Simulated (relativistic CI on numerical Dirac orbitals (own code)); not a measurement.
# Cl XII: what numerical and physical settings do to a radial Dirac CI calculation

Reference input:

```
atom Cl  Z=17  charge=11  electrons=6
nucleus A=35  rms_radius_fm=3.3654
hamiltonian dirac-coulomb  breit=on  qed=on  c_scale=1
orbitals kli  potential=per-configuration
slater_scale 1
correlation none
mixing on
grid step=0.0125 r_max=8.2
scf mixing=0.4 start=green max_iterations=150 tolerance=2e-08 node_fill=0.05
configurations
  [He] 2s2 2p2
  [He] 2s 2p3
end
```

Computed lowest total energy -382.43274 Ha, first excitation 7040.3 cm⁻¹, 18 SCF steps. Runs with settings changed; * marks those that are bad on purpose:

```tsv
Changed	Outcome	Lowest level	ΔE (Ha)	First excitation (cm⁻¹)	SCF steps	Message
node fill of the KLI weights 0	converged	2s2 2p2 3P_0	0.000123	7034.5	18	
iteration limit 20, Breit term off, start potential bare	converged	2s2 2p2 3P_0	-0.089	7414.2	18	
Slater scale 0.5, node fill of the KLI weights 0	converged	2s2 2p2 3P_0	0.0684	8233.3	18	
nuclear radius 3.7019 fm	converged	2s2 2p2 3P_0	9.62e-05	7040.3	18	
Slater scale 5 *	converged	2s 2p3 5S°_2	-3.67	677027.2	18	
configuration list: no such shell *	refused				0	configuration [He] 2s 2d3: l must be smaller than n
```
